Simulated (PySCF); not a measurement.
CSe₂: bending curve

All numbers come from r2SCAN/[C def2-TZVP, Se def2-TZVP], no relativity, density fitting, PySCF.

Rigid scan from the singlet minimum (C–Se 1.693 Å (×2); Se–C–Se 180.0°). Coordinate: the Se–C–Se angle, bonds fixed. Energies in kJ/mol from the minimum.

```csv
bond angle (°),E (kJ/mol),dipole size (D)
80,363.6,1.84
90,341.3,1.64
100,381.4,1.40
110,327.9,1.03
120,213.8,1.01
130,135.5,0.91
140,81.2,0.77
150,43.5,0.59
160,18.8,0.40
170,4.6,0.20
180,0.0,0.00
```

Other isomers or separated fragments may lie lower.

The scan took 110 s on 4 threads of a shared Intel Xeon Platinum 8375C @ 2.90GHz (Ice Lake) host; the process peaked at 0.93 GiB.
